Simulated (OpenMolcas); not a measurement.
# What dynamic correlation does to the levels of Tb3+

* Program: OpenMolcas 26.06
* Basis: ANO-RCC-VTZP [8s7p5d3f2g1h]
* Scalar Hamiltonian: DKH2, point nucleus
* Active space: 8 electrons in 14 orbitals (RAS2 4f; RAS3 5f, at most 2 electrons)
* State averaging: 2S+1 = 7 even, 7 roots; 2S+1 = 5 even, 31 roots kept (CI in the orbitals of an earlier block)
* Spin-orbit coupling: RASSI with atomic mean-field integrals over the reference wave functions, term energies averaged over their components

Methods on the same reference wave functions:
A. RASSCF
B. SS-RASPT2, IPEA 0.25 Eh, imaginary shift 0.1 Eh (closed shells correlated: 5s 5p)

Energies in cm⁻¹ above 4f⁸ ⁷F₆, the measured ground level; measured values from Martin, Zalubas and Hagan, Atomic Energy Levels: The Rare-Earth Elements, NSRDS-NBS 60 (1978).

| Level | A | B | Measured |
| --- | --- | --- | --- |
| 4f⁸ ⁷F₆ | 0.0 | 0.0 | 0.0 |
| 4f⁸ ⁷F₅ | 2167 | 2190 | 2052 |
| 4f⁸ ⁷F₄ | 3568 | 3580 | 3314 |
| 4f⁸ ⁷F₃ | 4538 | 4540 | 4292 |
| 4f⁸ ⁷F₂ | 5195 | 5190 | 4978 |
| 4f⁸ ⁷F₁ | 5600 | 5600 | 5432 |
| 4f⁸ ⁷F₀ | 5794 | 5790 | 5654 |
| 4f⁸ ⁵D₄ | 23864 | 22490 |  |

Deviations, from unrounded energies. A percentage is the sum of absolute deviations over the sum of measured energies, with the sign that they share, or ± where signs differ.

```csv
Against measurement,Levels,A,B
mean absolute deviation (cm-1),6,190,190
fine structure of the ground term (%),6,+4.4,+4.5
```

A, B lie about equally close to measurement. The largest miss of A in the table is 4f⁸ ⁷F₄, by +250 cm-1. The ranking rests on the paired levels alone, and a cruder setting can come out closer through cancelling errors.

The lowest spin-free term lies below A's lowest term by 0.505 hartree in B.

CASPT2 breaks the degeneracy within a term, and the mean is taken; among the terms shown or strongly mixed into the levels shown the widest spread is 34 cm-1 (4f⁸ ⁵D, B). High states are left out of the spin-orbit mixing, which shifts the levels that they would mix with. Terms from blocks run as CI alone lack orbitals of their own. Active for correlation alone: 5f; no level in the range computed is led by a configuration that fills it, so any true level of that kind is missing. Without dynamic correlation excited terms often stand tens of per cent too high (terms of higher spin than the ground term too low), and those without a measured partner can miss by more than the paired ones (holds for A). Each CASPT2 term energy is a mean over a sample of three components (holds for B). Computed and measured levels are paired by configuration, term and J; levels that our copy of the source lacks, or whose pairing is in doubt (as where it misses far off the trend of its configuration), stay unpaired and out of the deviations. Levels of configurations outside the active space are missing. Levels that lie high or do not pair safely by name in every column are left out.
